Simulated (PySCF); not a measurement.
C₄H₅NO₂.
SMILES with atom numbers: `[O:1]=[C:2]1[CH2:3][CH2:4][C:5](=[O:6])[NH:7]1` (hydrogens: H8, H9 on C3; H10, H11 on C4; H12 on N7)

The same species was optimised twice, with GFN2-xTB and with PBE0-D3(BJ)/def2-SVP (PySCF), and the same property calculations (PySCF, gas phase) were run on both structures.

```
  coordinate  GFN2-xTB  PBE0-D3(BJ)/def2-SVP  change
   C2–N7 (Å)     1.378                 1.385  +0.007
   C5–N7 (Å)     1.378                 1.385  +0.007
   C2–C3 (Å)     1.516                 1.520  +0.004
   C4–C5 (Å)     1.516                 1.520  +0.004
   O1=C2 (Å)     1.199                 1.201  +0.002
   C5=O6 (Å)     1.199                 1.201  +0.002
   C3–C4 (Å)     1.526                 1.526   0.000
O1–C2–N7 (°)     124.9                 125.3    +0.4
O6–C5–N7 (°)     124.9                 125.3    +0.4
O1–C2–C3 (°)     128.2                 127.9    -0.3
C4–C5–O6 (°)     128.2                 127.9    -0.3
C3–C4–C5 (°)     105.4                 105.6    +0.2
C2–C3–C4 (°)     105.4                 105.6    +0.2
C4–C5–N7 (°)     106.9                 106.8    -0.1
C3–C2–N7 (°)     106.9                 106.8    -0.1
```

Rotational constants: A = 5969, B = 2295, C = 1692 MHz (GFN2-xTB) against A = 5966, B = 2273, C = 1680 MHz (PBE0-D3(BJ)/def2-SVP). Point groups within 0.08 Å: C2v and C2v. Atoms that the bonding makes alike are paired by their places after alignment.

On the GFN2-xTB structure: HOMO (eV) -7.74 [PBE0/pcSseg-1]; LUMO (eV) -0.62 [PBE0/pcSseg-1]; dipole (D) 2.11 [PBE0/pcSseg-1]; GIAO shielding of O1/O6 (mean) (ppm) -131.5 [PBE0/pcSseg-1]; GIAO shielding of C2/C5 (mean) (ppm) 8.3 [PBE0/pcSseg-1]; GIAO shielding of C3/C4 (mean) (ppm) 155.6 [PBE0/pcSseg-1]; GIAO shielding of N7 (ppm) 67.4 [PBE0/pcSseg-1].

Problem. What do these properties become on the PBE0-D3(BJ)/def2-SVP structure?

Solution. 
```
                                    property          level  on GFN2-xTB  on PBE0-D3(BJ)/def2-SVP  change
                                   HOMO (eV)  PBE0/pcSseg-1        -7.74                    -7.76   -0.02
                                   LUMO (eV)  PBE0/pcSseg-1        -0.62                    -0.65   -0.03
                                  dipole (D)  PBE0/pcSseg-1         2.11                     2.08   -0.03
energy, GFN2-xTB geometry as zero (kcal/mol)  PBE0/pcSseg-1          0.0                     -0.1    -0.1
        GIAO shielding of O1/O6 (mean) (ppm)  PBE0/pcSseg-1       -131.5                   -132.7    -1.2
        GIAO shielding of C2/C5 (mean) (ppm)  PBE0/pcSseg-1          8.3                      7.4    -0.9
        GIAO shielding of C3/C4 (mean) (ppm)  PBE0/pcSseg-1        155.6                    153.9    -1.7
                  GIAO shielding of N7 (ppm)  PBE0/pcSseg-1         67.4                     66.3    -1.1
```

The heavy atoms differ by 0.008 Å rms after alignment. Among bonds between heavy atoms C2–N7 and C5–N7 change most and about equally (+0.007 Å). Changes are differences of the printed values. Neither structure is proved a minimum here.
